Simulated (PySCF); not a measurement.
# Does the structure fit the spectrum?

A compound C₈H₁₀Si gives the data below (simulated from a calculation) and was assigned the structure `C#C[C@H](C)C1=C[SiH2]C=C1`.

$^{13}$C{$^{1}$H} NMR (computed): δ 157.6 (C), 148.7 (CH), 118.2 (CH2), 117.3 (CH2), 106.3 (CH), 88.2 (C), 52.0 (CH), 25.7 (CH2).

$^{1}$H NMR (600 MHz, computed): δ 6.11 (m, 1H), 5.43 (m, 1H), 5.40 (m, 1H), 5.21 (m, 1H), 5.08 (m, 1H), 4.76 (m, 1H), 3.67 (m, 1H), 2.54 (m, 1H), 2.33 (m, 1H), 2.16 (d, 1H).

- GIAO PBE0/pcSseg-1 shieldings
- GFN2-xTB structure
- program: PySCF
- one computed conformer, no solvent model, non-relativistic

δ = σ(ref) − σ, references computed at the same level: $^{1}$H (σref 31.72) and $^{13}$C (σref 186.93) vs TMS.

(1) Compare with the shifts computed for the proposed structure, pairing carbons in order of shift.

(2) Which isomer fits?

## Answers

(1) Numbering as in the mapped SMILES `[CH:1]#[C:2][C@H:3]([CH3:4])[C:5]1=[CH:6][SiH2:7][CH:8]=[CH:9]1` (H(Xn): hydrogen on atom n).

```csv
atom,computed for proposal,given list,difference
C5,170.9,157.6,+13.3
C9,157.2,148.7,+8.5
C8,137.4,118.2,+19.2
C6,126.8,117.3,+9.5
C2,91.3,106.3,-15.0
C1,78.6,88.2,-9.6
C3,34.5,52.0,-17.5
C4,25.0,25.7,-0.7
```

The rms difference is 12.9 ppm and the largest +19.2 ppm at C8 (alkene CH). The carbon types in order of shift don't match either: C, CH, CH, CH, C, CH, CH, CH3 for the proposal against C, CH, CH2, CH2, CH, C, CH, CH2 in the data. The proposal doesn't fit.

(2) `InChI=1S/C8H10Si/c1-4-8-7(3)6-9(8)5-2/h2,4,8-9H,1,3,6H2/t8-,9-/m1/s1`.

- Carbon types of the structure: 2 × C, 3 × CH, 3 × CH2, leaving 1 H on heteroatoms.
- δC 157.6: fully substituted alkene carbon; the olefinic region.
- δC 148.7: alkene CH; as expected for a trigonal carbon in a double bond.
- δC 118.2, 117.3: terminal =CH2 carbon; an sp2 carbon of a C=C bond.
- δC 88.2: alkyne carbon; the triple bond shields along its axis, which puts it between sp3 and sp2 carbons.

Other isomers checked: C#C[Si@H]1CC=CC(=C)C1 (rms 13.2 ppm).

The data come from this structure; uniqueness wasn't tested.

Shifts are as computed. Against solution values, carbons near 30 ppm lie about +3 ppm off and those near 130 ppm about +5 ppm. Of 1211 compounds with measured shifts, 218 miss one by over three times the rms of a fit or turn the order of signals round; such compounds aren't used in these exercises. Multiplicities follow the n + 1 count of equivalent neighbours, as no J values were calculated; m marks all less simple cases, F and P coupling included.
